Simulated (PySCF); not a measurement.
PySCF job for C2H7S, SMILES C[SH+]C, charge +1, TDDFT-LC-ωPBE/def2-SVPD. Geometry: B3LYP-D3(BJ)/def2-SVP. The isomer is the one that the SMILES or the coordinates give; other isomers of the formula were not compared.

```python
import numpy as np
from pyscf import gto, scf, dft, tdscf

mol = gto.M(
    atom='''
    C     0.02761875    0.52235198   -1.43624637
    S    -0.10465153   -0.59281473   -0.00000000
    C     0.02761875    0.52235198    1.43624638
    H     0.89351801    1.18827129   -1.33078604
    H     0.11327091   -0.11665243   -2.32614496
    H    -0.91371922    1.08780575   -1.47441117
    H     1.15686012   -1.10203724   -0.00000001
    H     0.89351801    1.18827129    1.33078604
    H     0.11327092   -0.11665244    2.32614496
    H    -0.91371922    1.08780575    1.47441117
    ''',
    basis='def2-SVPD',
    charge=1,
    spin=0,
    symmetry=True,
    max_memory=1600,
    verbose=4,
)
mf = dft.RKS(mol, xc='lc_wpbe').density_fit(auxbasis='def2-universal-jkfit')
mf.grids.level = 3
mf.conv_tol = 1e-9
mf.max_cycle = 100
mf.kernel()
mf.grids = dft.Grids(mol).set(level=1).build(with_non0tab=True)  # coarser grid for the response kernel
td = tdscf.TDDFT(mf)
td.singlet = True
td.nstates = 10
td.conv_tol = 1e-4
td.kernel(x0=td.get_init_guess(mf, 15))
td.analyze()
tt = tdscf.TDA(mf)
tt.singlet = False
tt.nstates = 4
tt.conv_tol = 1e-4
tt.kernel(x0=tt.get_init_guess(mf, 9))
tt.analyze(verbose=3)
```

Output:

```
PySCF version 2.14.0

[INPUT] verbose = 4
[INPUT] num. atoms = 10
[INPUT] num. electrons = 34
[INPUT] charge = 1
[INPUT] spin (= nelec alpha-beta = 2S) = 0
[INPUT] symmetry True subgroup None
[INPUT] Mole.unit = angstrom
[INPUT] Symbol           X                Y                Z      unit          X                Y                Z       unit  Magmom
[INPUT]  1 C      0.027618750000   0.522351980000  -1.436246370000 AA    0.052191873403   0.987102182824  -2.714112286701 Bohr   0.0
[INPUT]  2 S     -0.104651530000  -0.592814730000   0.000000000000 AA   -0.197762730217  -1.120257482308   0.000000000000 Bohr   0.0
[INPUT]  3 C      0.027618750000   0.522351980000   1.436246380000 AA    0.052191873403   0.987102182824   2.714112305598 Bohr   0.0
[INPUT]  4 H      0.893518010000   1.188271290000  -1.330786040000 AA    1.688504326266   2.245507299784  -2.514821145994 Bohr   0.0
[INPUT]  5 H      0.113270910000  -0.116652430000  -2.326144960000 AA    0.214050997780  -0.220441144465  -4.395776900437 Bohr   0.0
[INPUT]  6 H     -0.913719220000   1.087805750000  -1.474411170000 AA   -1.726679080551   2.055654944227  -2.786233306300 Bohr   0.0
[INPUT]  7 H      1.156860120000  -1.102037240000  -0.000000010000 AA    2.186148791231  -2.082548562672  -0.000000018897 Bohr   0.0
[INPUT]  8 H      0.893518010000   1.188271290000   1.330786040000 AA    1.688504326266   2.245507299784   2.514821145994 Bohr   0.0
[INPUT]  9 H      0.113270920000  -0.116652440000   2.326144960000 AA    0.214051016678  -0.220441163362   4.395776900437 Bohr   0.0
[INPUT] 10 H     -0.913719220000   1.087805750000   1.474411170000 AA   -1.726679080551   2.055654944227   2.786233306300 Bohr   0.0

nuclear repulsion = 119.725566894542
point group symmetry = Cs
symmetry origin: [2.69960873e-09 2.69960885e-09 2.69960878e-09]
symmetry axis x: [ 1.00000000e+00  3.31568002e-09 -3.45403071e-10]
symmetry axis y: [ 3.31568002e-09 -1.00000000e+00  6.78849680e-10]
symmetry axis z: [3.45403069e-10 6.78849655e-10 1.00000000e+00]
num. orbitals of irrep A' = 69
num. orbitals of irrep A" = 54
number of shells = 55
number of NR pGTOs = 175
number of NR cGTOs = 123
basis = def2-SVPD
ecp = {}


[settings echo left out]
init E= -478.395700263471
HOMO (A') = -0.359732122459939  LUMO (A") = 0.0180613585313747  gap/eV = 10.28028
cycle= 1 E= -477.955689475056  delta_E= 0.44  |g|= 0.338  |ddm|= 3.17
HOMO (A') = -0.709148176947225  LUMO (A') = -0.170052550257999  gap/eV = 14.66954
cycle= 2 E= -477.991713418244  delta_E= -0.036  |g|= 0.166  |ddm|= 0.668
HOMO (A') = -0.65962356894539  LUMO (A') = -0.126689181561284  gap/eV = 14.50188
cycle= 3 E= -477.998622404458  delta_E= -0.00691  |g|= 0.0218  |ddm|= 0.305
HOMO (A') = -0.65843109651369  LUMO (A') = -0.122085379091234  gap/eV = 14.59471
cycle= 4 E= -477.998839089318  delta_E= -0.000217  |g|= 0.00779  |ddm|= 0.0505
HOMO (A') = -0.658519450739896  LUMO (A') = -0.122429700095083  gap/eV = 14.58775
cycle= 5 E= -477.998858138814  delta_E= -1.9e-05  |g|= 0.00203  |ddm|= 0.0136
HOMO (A') = -0.658480315959164  LUMO (A') = -0.122423960636165  gap/eV = 14.58684
cycle= 6 E= -477.99885980496  delta_E= -1.67e-06  |g|= 0.00057  |ddm|= 0.00513
HOMO (A') = -0.658587967325959  LUMO (A') = -0.122459538407192  gap/eV = 14.58880
cycle= 7 E= -477.998859942765  delta_E= -1.38e-07  |g|= 0.000117  |ddm|= 0.00136
HOMO (A') = -0.658597904778759  LUMO (A') = -0.12246168090878  gap/eV = 14.58901
cycle= 8 E= -477.998859952755  delta_E= -9.99e-09  |g|= 2.24e-05  |ddm|= 0.000381
HOMO (A') = -0.658599420227853  LUMO (A') = -0.12246307248696  gap/eV = 14.58901
cycle= 9 E= -477.9988599531  delta_E= -3.44e-10  |g|= 3.37e-06  |ddm|= 8.09e-05
HOMO (A') = -0.65859944911074  LUMO (A') = -0.122463240216008  gap/eV = 14.58901
Extra cycle  E= -477.998859953106  delta_E= -5.91e-12  |g|= 1.24e-06  |ddm|= 1.17e-05
converged SCF energy = -477.998859953106
tot grids = 33984


******** <class 'pyscf.tdscf.rks.TDDFT'> for <class 'pyscf.df.df_jk.DFSymAdaptedRKS'> ********
nstates = 10 singlet
deg_eia_thresh = 1.000e-03
wfnsym = None
conv_tol = 0.0001
eigh lindep = 1e-12
eigh level_shift = 0
eigh max_cycle = 100


Excitation energies (eV)
[ 8.40761138  8.59188526  9.49507091 10.14244086 10.52585935 10.71861305
 10.71956404 11.20372963 11.22985238 11.31875753]

** Singlet excitation energies and oscillator strengths **
Excited State   1:   A'      8.40761 eV    147.47 nm  f=0.0357
      17 -> 18       -0.64859
      17 -> 20        0.18780
Excited State   2:  ???      8.59189 eV    144.30 nm  f=0.0647
      17 -> 19       -0.66490
      17 -> 24        0.14363
Excited State   3:  ???      9.49507 eV    130.58 nm  f=0.0252
      17 -> 18       -0.20120
      17 -> 20       -0.63724
      17 -> 23        0.11566
Excited State   4:   A"     10.14244 eV    122.24 nm  f=0.0252
      13 -> 18        0.11579
      15 -> 19        0.37334
      16 -> 18       -0.50632
      16 -> 20        0.21621
Excited State   5:  ???     10.52586 eV    117.79 nm  f=0.0155
      15 -> 18       -0.22650
      15 -> 20        0.18250
      16 -> 19        0.59930
      16 -> 24       -0.10641
Excited State   6:  ???     10.71861 eV    115.67 nm  f=0.0952
      14 -> 18       -0.12008
      14 -> 20        0.11505
      15 -> 19       -0.47581
      15 -> 24        0.12172
      16 -> 18       -0.41650
      16 -> 20       -0.11149
Excited State   7:  ???     10.71956 eV    115.66 nm  f=0.0037
      14 -> 19        0.14287
      15 -> 18        0.53488
      15 -> 20       -0.25981
      16 -> 19        0.29600
Excited State   8:  ???     11.20373 eV    110.66 nm  f=0.0708
      12 -> 19       -0.15611
      14 -> 18        0.31914
      14 -> 20       -0.23620
      16 -> 18       -0.12286
      16 -> 20       -0.44985
      16 -> 22       -0.11285
      16 -> 23        0.10052
      17 -> 27        0.10092
Excited State   9:  ???     11.22985 eV    110.41 nm  f=0.0174
      15 -> 20       -0.18294
      17 -> 20        0.11208
      17 -> 21       -0.55206
      17 -> 22       -0.17767
      17 -> 23        0.10110
      17 -> 25        0.17616
      17 -> 28       -0.10820
Excited State  10:  ???     11.31876 eV    109.54 nm  f=0.0614
      14 -> 19       -0.37625
      14 -> 24        0.13937
      15 -> 18        0.33888
      15 -> 20        0.35290
      17 -> 21       -0.20771

** Transition electric dipole moments (AU) **
state          X           Y           Z        Dip. S.      Osc.
  1        -0.2215      0.3521     -0.0000      0.1731      0.0357
  2        -0.0000      0.0000      0.5542      0.3072      0.0647
  3        -0.1816     -0.2745      0.0000      0.1083      0.0252
  4         0.0000     -0.0000     -0.3182      0.1012      0.0252
  5        -0.0465      0.2409      0.0000      0.0602      0.0155
  6        -0.0000     -0.0000     -0.6021      0.3626      0.0952
  7         0.0786      0.0886     -0.0000      0.0140      0.0037
  8         0.0000     -0.0000      0.5080      0.2580      0.0708
  9         0.0591      0.2448     -0.0000      0.0634      0.0174
 10         0.2963     -0.3657     -0.0000      0.2215      0.0614

** Transition velocity dipole moments (imaginary part, AU) **
state          X           Y           Z        Dip. S.      Osc.
  1        -0.0741      0.1153      0.0000      0.0188      0.0405
  2        -0.0000     -0.0000      0.1842      0.0339      0.0717
  3        -0.0692     -0.1027      0.0000      0.0153      0.0293
  4         0.0000      0.0000     -0.1210      0.0146      0.0262
  5        -0.0185      0.0995     -0.0000      0.0103      0.0177
  6        -0.0000      0.0000     -0.2421      0.0586      0.0992
  7         0.0337      0.0411      0.0000      0.0028      0.0048
  8         0.0000     -0.0000      0.2122      0.0450      0.0729
  9         0.0290      0.1070     -0.0000      0.0123      0.0198
 10         0.1257     -0.1526     -0.0000      0.0391      0.0626

** Transition magnetic dipole moments (imaginary part, AU) **
state          X           Y           Z
  1        -0.0000      0.0000      0.9967
  2         0.7321     -0.3867      0.0000
  3         0.0000      0.0000      0.3359
  4         0.1871      0.5210      0.0000
  5         0.0000      0.0000      0.2970
  6        -0.2393      0.1180     -0.0000
  7         0.0000      0.0000     -0.4693
  8         1.4660     -0.0214     -0.0000
  9         0.0000     -0.0000      0.9761
 10         0.0000     -0.0000     -0.5658


******** <class 'pyscf.tdscf.rks.TDA'> for <class 'pyscf.df.df_jk.DFSymAdaptedRKS'> ********
nstates = 4 triplet
deg_eia_thresh = 1.000e-03
wfnsym = None
conv_tol = 0.0001
eigh lindep = 1e-12
eigh level_shift = 0
eigh max_cycle = 100


Excitation energies (eV)
[7.06896163 7.23785121 8.7337832  9.36277491]

** Triplet excitation energies and oscillator strengths **
Excited State   1:   A'      7.06896 eV    175.39 nm  f=0.0000
Excited State   2:   A"      7.23785 eV    171.30 nm  f=0.0000
Excited State   3:   A'      8.73378 eV    141.96 nm  f=0.0000
Excited State   4:   A'      9.36277 eV    132.42 nm  f=0.0000
```

The run converged.
